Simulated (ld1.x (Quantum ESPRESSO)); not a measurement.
An all-electron radial function and its pseudo partner (N)

Columns: radius, all-electron u(r) and pseudo u(r) of the 2p shell (level -7.09 eV) of nitrogen in the configuration [He] 2s2 2p3; PBE, scalar-relativistic, RRKJ scheme, ld1.x (Quantum ESPRESSO) 7.5.

```tsv
r (bohr)	all-electron	pseudo
0.062	0.0317	0.0144
0.125	0.1049	0.0573
0.188	0.1955	0.1244
0.250	0.2882	0.2083
0.312	0.3771	0.3026
0.375	0.4594	0.4016
0.438	0.5317	0.4965
0.500	0.5928	0.5803
0.562	0.6442	0.6508
0.625	0.6871	0.7069
0.688	0.7209	0.7474
0.750	0.7459	0.7733
0.812	0.7635	0.7878
0.875	0.7748	0.7935
0.938	0.7801	0.7927
1.000	0.7805	0.7878
1.062	0.7768	0.7802
1.125	0.7694	0.7705
1.188	0.7591	0.7592
1.250	0.7465	0.7465
1.312	0.7321	0.7321
1.375	0.7159	0.7159
1.438	0.6985	0.6985
1.500	0.6805	0.6805
1.562	0.6618	0.6618
1.625	0.6424	0.6424
```

(1) How many radial nodes do the two functions have?

(2) At about which radius was the pseudo-wave matched?

(3) Is the pseudo-wave norm-conserving?

## Answers

(1) The all-electron 2p function has n − l − 1 = 0; the pseudo-wave has 0.

(2) 1.25 bohr, where the columns begin to agree (steps of 0.06 bohr).

(3) Yes: the RRKJ scheme keeps the norm inside the radius equal to the all-electron one, which fixes the energy derivative of the logarithmic derivative at the level.
